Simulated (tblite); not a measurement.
Compound: C4H10BF2GaO.
Atom-mapped SMILES: `[F:1][B:2]([F:3])[C@H:4]1[CH2:5][CH2:6][CH2:7][O+:8]1[GaH3-:9]` (hydrogens: H10 on C4; H11, H12 on C5; H13, H14 on C6; H15, H16 on C7; H17, H18, H19 on Ga9)

Geometry (GFN2-xTB, Å), atoms numbered from 1 in this order:
```xyz
19
C4H10BF2GaO angstrom
F     -1.8677    2.4047    1.4796
B     -0.8388    1.7894    0.9569
F      0.1425    2.5561    0.5355
C     -0.7695    0.2199    0.7402
C     -1.5089   -0.2481   -0.5292
C     -0.8418   -1.5997   -0.7958
C      0.5553   -1.4449   -0.1780
O      0.5771   -0.1773    0.4964
Ga     2.2157    1.0988    0.0418
H     -1.1567   -0.3457    1.6032
H     -1.2999    0.4466   -1.3446
H     -2.5833   -0.3184   -0.3815
H     -1.3923   -2.3988   -0.2999
H     -0.7913   -1.8223   -1.8589
H      1.3545   -1.4258   -0.9233
H      0.7662   -2.2343    0.5515
H      3.1900   -0.1187   -0.1161
H      1.7784    1.7136   -1.3132
H      2.4607    1.9140    1.3280
```

Computed values, GFN2-xTB/tblite, gas phase, harmonic and unscaled. Errors from tens to a few hundred cm⁻¹ against measured bands are possible. Modes of hydrogen on gallium can be 10 to 20 % off. One conformer, not necessarily the lowest. The optimisation stopped once no atom felt more than 0.01 eV/Å.

Lowest wavenumbers of the output (negative numbers stand for imaginary wavenumbers):
```
mode    cm-1
  1     -27.4
  2      39.9
  3      65.2
  4     106.3
  5     133.6
  6     144.0
  7     163.4
  8     241.5
  9     269.6
 10     339.5
```

**Question.** Is this structure a minimum?

**Answer.** Not by this Hessian. 1 mode is imaginary beyond 20i (27i cm⁻¹), so at this level the point lies at or near a first-order saddle. The curvature is small, so loose convergence or finite differences may be the whole cause.

**Question.** Which atoms move in the imaginary mode?

**Answer.** 27i: C7 (sp3 carbon bound to oxygen) 32 %, H15 (methylene hydrogen) 16 %, H16 (methylene hydrogen) 15 %. These are shares of the mass-weighted motion.

**Question.** What is the remedy?

**Answer.** Step along that mode in both directions, optimise again with tighter thresholds and repeat the frequencies. The zero-point energy of this point (83.5 kcal/mol) counts the 50 real modes alone, and thermal corrections from it aren't those of a minimum.
